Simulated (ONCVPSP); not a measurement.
iron (Fe), ONCV: configuration errors across variants

* Element: iron
* Generator: ONCVPSP 4.0.1
* Type: optimised norm-conserving Vanderbilt (ONCV)
* Functional: PBE
* Relativity: scalar-relativistic
* Frozen core: [Ne]
* Valence charge: 16
* Reference configuration: 3s2 3p6 3d6 4s2
* Partial waves: 3s+4s: rc 1.65 bohr, ncon 4, nbas 9, qcut 6.9 1/bohr, 2 projectors; 3p: rc 1.00 bohr, ncon 3, nbas 7, qcut 16.6 1/bohr, 2 projectors, debl 2.2 Ha; 3d: rc 1.30 bohr, ncon 4, nbas 9, qcut 10.2 1/bohr, 1 projector
* Local potential: polynomial inside 0.90 bohr (lpopt 4, dvloc0 4 Ha)
* Core correction: none

In the p channel the program set the typed energies aside and used -2.207, 0.250 Ha.

All-electron excitation energies from the reference (eV): (1) 3s2 3p6 3d6 4s1 8.729; (2) 3s2 3p6 3d6 4s0 24.932; (3) 3s2 3p6 3d5 4s0 59.155; (4) 3s2 3p5 3d6 4s2 67.679.

Errors AE − PS in meV (a dash: test not solved or not reliable):

```csv
change,(1),(2),(3),(4),bound ghosts,GHOST(+) flags above zero
base,+0.1,+2.5,-13,-81,none,none
"all radii scaled by about 0.79 (s 1.30, p 0.80, d 1.04 bohr); local potential polynomial inside 0.72 bohr (lpopt 4, dvloc0 4 Ha)",0.0,+1.9,-9.4,-25,none,none
"all radii scaled by about 0.89 (s 1.46, p 0.88, d 1.16 bohr); local potential polynomial inside 0.80 bohr (lpopt 4, dvloc0 4 Ha)",0.0,+2.0,-11,-47,none,none
"all radii scaled by about 0.95 (s 1.56, p 0.94, d 1.24 bohr); local potential polynomial inside 0.86 bohr (lpopt 4, dvloc0 4 Ha)",0.0,+2.3,-12,-66,none,none
"all radii scaled by about 1.07 (s 1.76, p 1.08, d 1.40 bohr); local potential polynomial inside 0.96 bohr (lpopt 4, dvloc0 4 Ha)",+0.2,+2.9,-15,-116,none,none
"all radii scaled by about 1.12 (s 1.86, p 1.12, d 1.46 bohr); local potential polynomial inside 1.02 bohr (lpopt 4, dvloc0 4 Ha)",+0.3,+3.4,-16,-128,none,none
"all radii scaled by about 1.33 (s 2.20, p 1.32, d 1.72 bohr); local potential polynomial inside 1.20 bohr (lpopt 4, dvloc0 4 Ha)",+0.7,+4.1,-27,-230,none,none
```

Task: Give the same row for: all radii scaled by about 1.22 (s 2.02, p 1.22, d 1.58 bohr); local potential polynomial inside 1.10 bohr (lpopt 4, dvloc0 4 Ha).

Result: +0.5, +3.9, -19, -173; bound ghosts: none; GHOST(+) flags above zero: none.
